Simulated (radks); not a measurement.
O2-, configuration [Ne]. Calculated with a radial shooting solver on a logarithmic mesh with Libxc functionals: scalar-relativistic Kohn-Sham, LDA (Slater exchange, VWN5 correlation), spin-polarised, spherical densities, finite nucleus; Fermi nuclear charge, rms radius 2.6991 fm; Watson sphere of charge +2 and radius 1.67 bohr.

X-ray form factor f0, the Fourier transform of the density (f0(0) = 10):

sin(theta)/lambda (1/angstrom)  f0 (electrons)
0.05                                     9.654
0.1                                      8.739
0.15                                     7.530
0.2                                      6.292
0.25                                     5.187
0.3                                      4.279
0.4                                      3.034
0.5                                      2.339
0.6                                      1.952
0.8                                      1.573
1                                        1.370
1.25                                     1.168
1.5                                      0.980
2                                        0.659
